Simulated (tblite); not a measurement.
Input of a run (GFN2-xTB geometry optimisation, gas phase (tblite 0.8.0)), started from a force field or distance geometry:
```
{"job": {"kind": "relax", "xc": "GFN2-xTB", "basis": "xTB"}, "charge": 0, "multiplicity": 1}
C     -2.003400     0.128600    -0.138600
N     -0.944600    -0.838500     0.010700
C      0.385000    -0.281400    -0.266000
C      1.507900    -1.000300     0.217800
C      1.202300     0.138700     0.839200
C      2.081000     1.237200     0.890600
N      2.816500     2.142800     0.919200
H     -1.863600     0.991400     0.535200
H     -2.964900    -0.335900     0.117100
H     -2.075400     0.491800    -1.165000
H     -1.130700    -1.649600    -0.579900
H      0.510600     0.212800    -1.224400
H      2.474700    -1.237100    -0.173700
```

Output (eV, eV/Å):
```
step      E/eV     max force
  0    -528.16641    4.646
  1    -528.32481    4.895
  2    -528.45233    5.136
  3    -528.56783    3.845
  4    -528.70181    1.051
  5    -528.81734    1.015
  6    -528.96896    1.031
  7    -529.01750    0.815
  8    -529.09530    1.014
  9    -529.16108    1.343
 10    -529.23184    1.003
 11    -529.28718    1.109
 12    -529.35290    0.977
 13    -529.40233    0.953
 14    -529.43534    1.394
 15    -529.45965    0.973
 16    -529.46657    1.768
 17    -529.48667    0.381
 18    -529.49460    0.342
 19    -529.50898    0.592
 20    -529.51898    0.362
 21    -529.53273    0.349
 22    -529.54349    0.270
 23    -529.55054    0.187
 24    -529.55447    0.170
 25    -529.55778    0.154
 26    -529.56086    0.207
 27    -529.56441    0.234
 28    -529.56828    0.233
 29    -529.57175    0.178
 30    -529.57421    0.107
 31    -529.57583    0.116
 32    -529.57725    0.139
 33    -529.57887    0.172
 34    -529.58093    0.117
 35    -529.58358    0.119
 36    -529.58584    0.123
 37    -529.58870    0.190
 38    -529.59179    0.178
 39    -529.59412    0.104
 40    -529.59547    0.201
 41    -529.59638    0.087
 42    -529.59735    0.165
 43    -529.59834    0.112
 44    -529.59926    0.057
 45    -529.59972    0.057
 46    -529.60029    0.064
 47    -529.60077    0.068
 48    -529.60132    0.070
 49    -529.60182    0.065
 50    -529.60230    0.054
 51    -529.60275    0.069
 52    -529.60320    0.083
 53    -529.60364    0.085
 54    -529.60412    0.089
 55    -529.60469    0.104
 56    -529.60534    0.103
 57    -529.60596    0.086
 58    -529.60651    0.066
 59    -529.60702    0.067
 60    -529.60747    0.059
 61    -529.60786    0.051
 62    -529.60816    0.043
 63    -529.60840    0.039
 64    -529.60859    0.037
 65    -529.60872    0.049
 66    -529.60879    0.038
 67    -529.60883    0.040
 68    -529.60890    0.025
 69    -529.60902    0.024
 70    -529.60918    0.036
 71    -529.60927    0.026
 72    -529.60933    0.018
 73    -529.60937    0.016
 74    -529.60942    0.017
 75    -529.60947    0.015
 76    -529.60950    0.011
 77    -529.60952    0.018
 78    -529.60955    0.025
 79    -529.60957    0.022
 80    -529.60958    0.011
 81    -529.60959    0.007
```

Problem. Summarise the run.

Solution. The energy falls by 33.3 kcal/mol over 81 L-BFGS steps, the largest force on an atom goes from 4.65 to 0.007 eV/Å, and the atoms move by 0.459 Å rms after alignment. The bond that changes most is C3–C5 (sp3 carbon bound to nitrogen to fully substituted alkene carbon), which lengthens by 0.084 Å. Bonds longer at the end by more than 0.005 Å: 5 of 13; shorter: 7. Among the angles that change most is C4–C5–C6, from 122.7° to 152.7°. Among the dihedrals that turn most is H12–C3–C4–H13, from -5° to -79°. The energy never rose by more than 1e-5 eV on the way. The first step brought 11 % of the lowering.

Problem. What are the final bond lengths?

Solution. C1–N2 1.450 Å, N2–C3 1.430 Å, C3–C4 1.484 Å, C4=C5 1.313 Å, C5–C6 1.373 Å, C6≡N7 1.150 Å, C3–C5 1.521 Å, C1–H8 1.090 Å, C1–H9 1.088 Å, C1–H10 1.100 Å, N2–H11 1.016 Å, C3–H12 1.097 Å, C4–H13 1.062 Å. Numbering counts from 1 in the input's order; the species is `CN[C@@H]1C=C1C#N`.

Its GFN2-xTB frequencies are all real (lowest 45 cm⁻¹). One conformer, not necessarily the lowest. 2 starts were optimised and ended at 0.00 and 0.57 kcal/mol (GFN2-xTB); the lowest of these is shown.

These are computed values.
